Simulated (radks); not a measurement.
Charge is removed step by step from the 2s down level of Cl, starting from [He] 2s(up 1, down 1) 2p6 3s2 3p5. All-electron calculation, scalar-relativistic Kohn-Sham, SCAN, spin-polarised, spherical densities, finite nucleus; open shells are filled with parallel spins first; meta-GGA in the generalised Kohn-Sham scheme; Fermi nuclear charge, rms radius 3.3654 fm. Program: a radial shooting solver on a logarithmic mesh with Libxc functionals.

| removed (e) | E - E(0) (eV) | eigenvalue (eV) |
|---|---|---|
| 0 | 0.000 | -257.94 |
| 0.1 | 25.959 | -260.91 |
| 0.2 | 52.204 | -263.89 |
| 0.3 | 78.741 | -266.90 |
| 0.4 | 105.56 | -269.91 |
| 0.5 | 132.69 | -272.93 |
| 0.6 | 160.15 | -275.95 |
| 0.7 | 187.88 | -278.94 |
| 0.8 | 215.93 | -281.91 |
| 0.9 | 244.26 | -284.81 |

The mean slope of the eigenvalue, de/dn, is 29.9 eV per electron.
